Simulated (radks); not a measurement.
Fractional charge and spin in the 6s shell of terbium: the spin-up occupation runs from 0 to 1 and the spin-down occupation from 0 to 1; the fullest corner is Tb, [Xe] 4f(up 4.5, down 4.5) 6s(up 1, down 1). Calculated with a radial shooting solver on a logarithmic mesh with Libxc functionals: scalar-relativistic Kohn-Sham, LDA (Slater exchange, Perdew-Wang correlation), spin-polarised, spherical densities, point nucleus. Energy (eV) above the fullest corner. The planes named below are the two flat planes that join the four corners, with an edge along up + down = one added electron.

| down \ up | 0 | 0.5 | 1 |
|---|---|---|---|
| 0 | 18.098 | 11.498 | 6.189 |
| 0.5 | 11.498 | 6.372 | 2.504 |
| 1 | 6.189 | 2.504 | 0.000 |

Corners above the fullest one (they belong to Tb+ and the next ion): (up 1, down 0) 6.189 eV, (up 0, down 1) 6.189 eV, (up 0, down 0) 18.098 eV. With half an added electron in each spin the energy lies 0.182 eV from the planes, and with half an added electron in spin up alone -0.646 eV. The planes are only a guide here: the flat-plane condition holds for ground states with one frontier orbital, while this shell lies below other occupied shells, so the corners above the fullest one are inner-hole states and not the ground states of those ions.
